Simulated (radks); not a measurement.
Valence configurations of Ir I (all share [Xe]). Calculated with a radial shooting solver on a logarithmic mesh with Libxc functionals: scalar-relativistic Kohn-Sham, r2SCAN, spin-polarised, spherical densities, finite nucleus; open shells are filled with parallel spins first (spin-orbit coupling, left out, can overturn this in heavy ions); meta-GGA in the generalised Kohn-Sham scheme; Fermi nuclear charge, rms radius 5.4032 fm. Energies are relative to 4f14 5d7 6s2; eigenvalues in eV for spin up.

| valence | E (eV) | moment (Bohr magnetons) | e(4f) | e(5d) | e(6p) | e(6s) |
|---|---|---|---|---|---|---|
| 4f14 5d7 6s2 | 0.000 | 3 | -63.070 | -8.413 | - | -7.047 |
| 4f12 5d9 6s2 | 130.35 | 3 | -86.063 | -10.083 | - | -6.780 |
| 4f13 5d7 6s2 6p1 | 68.154 | 5 | -79.512 | -13.550 | -2.774 | -9.509 |
| 4f12 5d9 6s1 6p1 | 134.97 | 5 | -87.791 | -11.926 | -2.525 | -8.806 |
| 4f13 5d8 6s2 | 60.923 | 3 | -74.378 | -9.254 | - | -6.916 |
| 4f13 5d8 6s1 6p1 | 65.201 | 5 | -76.013 | -10.988 | -2.552 | -8.833 |
| 4f14 5d7.5 6s1.5 | -0.021 | 3 | -61.605 | -7.329 | - | -6.753 |
| 4f13 5d7 6s1 6p2 | 72.095 | 7 | -80.783 | -14.883 | -3.854 | -10.977 |
| 4f12 5d7 6s2 6p2 | 149.95 | 7 | -96.723 | -18.881 | -4.159 | -11.801 |
| 4f14 5d6 6s2 6p1 | 5.428 | 5 | -67.895 | -12.429 | -2.801 | -9.490 |

NIST lists [Xe] 4f14 5d7 6s2 as the ground configuration; this level of theory puts 4f14 5d7.5 6s1.5 lower, by 0.021 eV. The energies are those of spherical high-spin densities, not of single terms.
